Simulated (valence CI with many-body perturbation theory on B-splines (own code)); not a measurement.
# Sensitivity of CI+MBPT for Ce²⁷⁺

Computed by valence CI with perturbative core correlation (CI+MBPT): three valence electrons over a frozen Dirac-Fock core [Ar] 3d10, radial functions for each j: 6 s, 6 p, 5 d, 3 f, 1 g, with the one-electron correlation potential Σ1, the two-electron term Σ2, the three-electron term Σ3, Breit, model QED; selected CI, second order for the rest, scaled by the run's own slope (own B-spline code, finite nucleus).

No measured spectrum was set against this ion. As an estimate, large intervals hold to a few tenths of a per cent, small ones and those within an open d or f shell to about a per cent.

The reference run has the lowest level (4s^2 4p1/2) J=1/2 and an ionisation energy of 966.935 eV. Its largest variational space holds 3035 state functions.

Levels are named by their leading jj configuration (3d3/2^4 stands for four electrons in 3d with j = 3/2), which in mixed levels can hold well under half, so a name can repeat and another be missing. Letters in brackets count levels of one name in rising energy.

| Level | Reference (cm⁻¹) | Shift (cm⁻¹) |
| --- | --- | --- |
| (4s^2 4p3/2) J=3/2 | 209674 | +0.6 |
| (4s 4p1/2^2) J=1/2 | 470557 | -128 |
| (4s 4p1/2 4p3/2) J=3/2 [a] | 621422 | -379 |
| (4s 4p1/2 4p3/2) J=5/2 | 663215 | -109 |
| (4s 4p1/2 4p3/2) J=3/2 [b] | 728612 | +251 |
| (4s 4p1/2 4p3/2) J=1/2 | 757018 | +404 |
| (4s 4p3/2^2) J=5/2 | 857967 | -110 |
| (4s 4p3/2^2) J=1/2 | 967137 | +619 |
| (4s 4p3/2^2) J=3/2 | 971013 | +380 |
| (4s^2 4d3/2) J=3/2 | 1067880 | +1010 |
| (4s^2 4d5/2) J=5/2 | 1104090 | +960 |
| (4p1/2^2 4p3/2) J=3/2 | 1219520 | +40 |

The ionisation energy moves by -0.049 eV.

Problem. Which of these changes was made?
A. correlating orbitals by l 3 3 3 2 1 → 4 4 3 0 0
B. core polarisation of operators on → off
C. QED terms on → off

Solution. A. correlating orbitals by l 3 3 3 2 1 → 4 4 3 0 0.
